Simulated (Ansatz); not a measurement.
Isolated molecules relaxed with PBE0-D4/def2-TZVP in Ansatz; ΔE leaves out vibrations. CCSD(T)/CBS adds triple-zeta CCSD(T) − MP2 to the extrapolated MP2 energy (def2 sets, frozen cores). Functionals use def2-TZVPP. B3LYP here is the variant with VWN-RPA as its local correlation; programs differ in this. Elements past krypton have def2 core potentials. For In outer-core shells are correlated without core-valence functions, which leaves a few kJ/mol of doubt a bond. One conformer a species, not always the lowest.

Reaction (formal exchange of groups at the In–C bond): `[CH3][In]([F])[c]1ccccc1` + `CC(C)CO` → `[CH3][In]([OH])[F]` + `CC(C)Cc1ccccc1`

| level | ΔE (kcal/mol) | difference from CCSD(T)/CBS |
| --- | --- | --- |
| PBE-D4 | -21.4 | 1.1 |
| r2SCAN-D4 | -22.3 | 0.2 |
| PBE0-D4 | -21.1 | 1.4 |
| B3LYP-D4 | -21.5 | 1.0 |
| ωB97X-V | -21.7 | 0.8 |
| ωB97M-V | -21.5 | 1.0 |
| B2PLYP | -21.4 | 1.1 |
| PBE | -20.4 | 2.1 |
| r2SCAN | -21.7 | 0.8 |
| PBE0 | -20.1 | 2.4 |
| B3LYP | -20.2 | 2.3 |
| HF/def2-TZVPP | -19.8 | 2.7 |
| MP2/def2-TZVPP | -22.7 | -0.2 |
| SCS-MP2/def2-TZVPP | -22.0 | 0.5 |
| CCSD/def2-TZVPP | -20.6 | 1.9 |
| CCSD(T)/def2-TZVPP | -21.0 | 1.5 |
| HF/def2-QZVPP | -20.2 | 2.3 |
| MP2/def2-QZVPP | -23.7 | -1.2 |
| SCS-MP2/def2-QZVPP | -23.0 | -0.5 |
| HF/CBS(def2) | -20.3 | 2.2 |
| MP2/CBS(def2) | -24.3 | -1.8 |
| CCSD/CBS(def2) | -22.2 | 0.3 |
| CCSD(T)/CBS | -22.5 | 0 |

Largest T1 diagnostic among the species: 0.016.

In def2-TZVPP, CCSD(T) changes the Hartree–Fock value by −1.1 kcal/mol (the triples alone add −0.3 kcal/mol) and MP2 by −2.9 kcal/mol. The D4 term adds −1.4 kcal/mol with B3LYP and −1.0 kcal/mol with PBE0; it sums over pairs of atoms, weighted by their polarisabilities, and B3LYP, whose exchange is more repulsive, gets the larger term.
